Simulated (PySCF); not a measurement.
Isomers of C8H8FN, from PySCF 2.14.0, PBE0-D3(BJ)/def2-SVP geometry optimisation, gas phase. One conformer each, no zero-point energy, no frequencies.

Question: Which is lower in electronic energy at this level?
A. `[F:1][CH2:2]/[CH:3]=[N:4]/[c:5]1[cH:6][cH:7][cH:8][cH:9][cH:10]1` with F1–C2–C3–N4 178°, C3–N4–C5–C6 -42°: A = 4376, B = 578.3, C = 524.1 MHz, dipole 0.70 D
B. `[CH:1]#[C:2][C@@H:3]([CH3:4])[C@@H:5]([F:6])/[CH:7]=[CH:8]/[C:9]#[N:10]` with C2–C3–C5–F6 173°, C3–C5–C7–C8 -123°: A = 1921, B = 758.0, C = 635.6 MHz, dipole 4.25 D

Answer: A. That is `FC/C=N/c1ccccc1`, 58.7 kcal/mol below the other.

| SMILES | mapped SMILES | E (Eh) | relative (kcal/mol) | relative (kJ/mol) | dipole (D) |
| --- | --- | --- | --- | --- | --- |
| FC/C=N/c1ccccc1 | [F:1][CH2:2]/[CH:3]=[N:4]/[c:5]1[cH:6][cH:7][cH:8][cH:9][cH:10]1 | -463.38374 | 0.0 | 0.0 | 0.70 |
| C#C[C@@H](C)[C@@H](F)/C=C/C#N | [CH:1]#[C:2][C@@H:3]([CH3:4])[C@@H:5]([F:6])/[CH:7]=[CH:8]/[C:9]#[N:10] | -463.29016 | 58.7 | 245.7 | 4.25 |

As drawn, the lower has an aromatic ring and a C=N bond, which the higher lacks; the higher has a C≡N group, a C≡C bond and a C=C bond outside aromatic rings, which the lower lacks.
